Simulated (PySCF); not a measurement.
Match the calculated data to a structure.

All candidates are C3H10F3PSi2.

| technique | computed result |
| --- | --- |
| NMR, other nuclei | isotropic shieldings of nuclei other than C and H, by class: 239 (3 F), 389 (1 Si), 390 (1 Si), 627 (1 P) ppm [GIAO PBE0/pcSseg-1] |
| 1H NMR | chemical shifts (computed TMS as zero) by class: 4.78 (1 H), 4.42 (1 H), 4.33 (1 H), 4.31 (1 H), 1.46 (3 H), 1.18 (2 H), 0.41 (1 H) ppm [GIAO PBE0/pcSseg-1] |
| 13C NMR | chemical shifts (computed TMS as zero) by class: 140.6 (1 C), 14.6 (1 C), 4.2 (1 C) ppm [GIAO PBE0/pcSseg-1] |
| Rotational structure | rotational constants A, B, C: 1.379, 0.583, 0.508 GHz [GFN2-xTB] |
| Dipole | 2.21 D [PBE0/pcSseg-1] |

Electronic properties: PySCF, gas phase, density fitting. Levels stand in brackets. The structure is a single GFN2-xTB conformer in the gas phase; no vibrational or solvent corrections. NMR classes are plain means over equivalent atoms (diastereotopic ones count apart unless rotation or inversion swaps them), as if these changed places fast.

Problem. Which candidate is it?
A. `FCC(F)(F)C[SiH2]P[SiH3]`
B. `C[C@@H]([SiH2]P)[SiH2]C(F)(F)F`
C. `CCC[Si@@H](P)[Si](F)(F)F`
D. `C[SiH2]P[SiH2]CC(F)(F)F`

Solution. B. It is `C[C@@H]([SiH2]P)[SiH2]C(F)(F)F`. Numbering: `[CH3:1][C@@H:2]([SiH2:3][PH2:4])[SiH2:5][C:6]([F:7])([F:8])[F:9]`. 3 carbons fall into 3 classes; from least to most shielded: CF3 carbon [C6] (140.6 ppm), methyl carbon [C1] (14.6 ppm), sp3 carbon bound to silicon [C2] (4.2 ppm). Hydrogen classes from least to most shielded: 1 H on an SiH2 silicon, Si3 (4.78 ppm), 1 H on an SiH2 silicon, Si3 (4.42 ppm), 1 H on an SiH2 silicon, Si5 (4.33 ppm), 1 H on an SiH2 silicon, Si5 (4.31 ppm), 3 H on a methyl carbon, C1 (1.46 ppm), 2 H on a three-coordinate phosphorus, P4 (1.18 ppm), 1 H on an sp3 carbon bound to silicon, C2 (0.41 ppm). The other shieldings belong to: 239 ppm, fluorine of a CF3 group [F7/F8/F9]; 389 ppm, SiH2 silicon [Si5]; 390 ppm, SiH2 silicon [Si3]; 627 ppm, three-coordinate phosphorus [P4]. The optimised geometry has point group C1 and is an asymmetric top.

The others, at the same levels:
- `CCC[Si@@H](P)[Si](F)(F)F` fails: its computed 13C shifts are 24.1 (1 C), 20.5 (1 C), 14.9 (1 C) ppm, 1H shifts are 4.17 (1 H), 1.45 (1 H), 1.27 (1 H), 1.12 (3 H), 1.08 (2 H), 0.97 (1 H), 0.52 (1 H) ppm and rotational constant A is 1.284 GHz (against 1.379 GHz).
- `C[SiH2]P[SiH2]CC(F)(F)F` fails: its computed 13C shifts are 137.4 (1 C), 23.1 (1 C), -6.0 (1 C) ppm, 1H shifts are 4.60 (2 H), 4.47 (2 H), 1.77 (2 H), 0.92 (1 H), 0.29 (3 H) ppm and rotational constant A is 2.369 GHz (against 1.379 GHz).
- `FCC(F)(F)C[SiH2]P[SiH3]` fails: its computed 13C shifts are 128.9 (1 C), 89.7 (1 C), 23.4 (1 C) ppm, 1H shifts are 4.83 (2 H), 4.68 (2 H), 4.13 (3 H), 1.66 (2 H), 0.28 (1 H) ppm and rotational constant A is 2.304 GHz (against 1.379 GHz).

Each candidate is one conformer, not necessarily the lowest. Dipoles, sizes and rotational constants follow the conformer. The torsions of the flexible species, by atom-mapped SMILES:
- `[CH3:1][C@@H:2]([SiH2:3][PH2:4])[SiH2:5][C:6]([F:7])([F:8])[F:9]`: C1–C2–Si3–P4 180°, C1–C2–Si5–C6 -54°, C2–Si5–C6–F7 -167°, H–P4–Si3–C2 -100°, H–P4–Si3–C2 167°
- `[CH3:1][CH2:2][CH2:3][Si@@H:4]([PH2:5])[Si:6]([F:7])([F:8])[F:9]`: C1–C2–C3–Si4 -178°, C2–C3–Si4–P5 47°, C3–Si4–Si6–F7 46°, H–P5–Si4–C3 159°, H–P5–Si4–C3 66°
- `[CH3:1][SiH2:2][PH:3][SiH2:4][CH2:5][C:6]([F:7])([F:8])[F:9]`: C1–Si2–P3–Si4 -78°, Si2–P3–Si4–C5 -164°, P3–Si4–C5–C6 80°, Si4–C5–C6–F7 -62°
- `[F:1][CH2:2][C:3]([F:4])([F:5])[CH2:6][SiH2:7][PH:8][SiH3:9]`: F1–C2–C3–F4 -165°, C2–C3–C6–Si7 179°, C3–C6–Si7–P8 173°, C6–Si7–P8–Si9 172°
